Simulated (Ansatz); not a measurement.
Start from `FC(F)C(F)(F)CC(F)(F)F` and change one atom or group to get `FC(F)C(F)F`.

Ansatz, PBE0-D4/def2-TZVP geometries, multiplicity 1. Each molecule was computed in one conformer, which needn't be the lowest.

| property | `FC(F)C(F)(F)CC(F)(F)F` |
| --- | --- |
| HOMO energy (ωB97M-V/def2-TZVPP) / eV | -12.44 |
| HOMO–LUMO gap (PBE/def2-TZVPP) / eV | 8.47 |
| ideal-gas entropy at 298 K and 1 bar (rigid rotor, harmonic PBE0-D4/def2-TZVP) / J/(mol·K) | 424 |
| LUMO energy (PBE/def2-TZVPP) / eV | 0.25 |
| LUMO energy (PBE0/def2-TZVPP) / eV | 1.24 |
| size of the dipole moment (ωB97M-V/def2-TZVPP) / D | 1.24 |

Give the same properties after the change, and the shifts. (An estimate is asked.)

The calculation gave: 
```
                                                                                  property  `FC(F)C(F)F`  shift
                                                     HOMO energy (ωB97M-V/def2-TZVPP) / eV        -12.31   0.13
                                                       HOMO–LUMO gap (PBE/def2-TZVPP) / eV          8.47   0.00
ideal-gas entropy at 298 K and 1 bar (rigid rotor, harmonic PBE0-D4/def2-TZVP) / J/(mol·K)           314   -110
                                                         LUMO energy (PBE/def2-TZVPP) / eV          0.40   0.15
                                                        LUMO energy (PBE0/def2-TZVPP) / eV          1.38   0.14
                                        size of the dipole moment (ωB97M-V/def2-TZVPP) / D          2.31   1.07
```

The zero-point energy changes by -86.8 kJ/mol with -18 modes. Dipoles are sizes alone; their direction can turn. Modes under 60 cm⁻¹, often nearly free rotors, make the harmonic entropy too high.
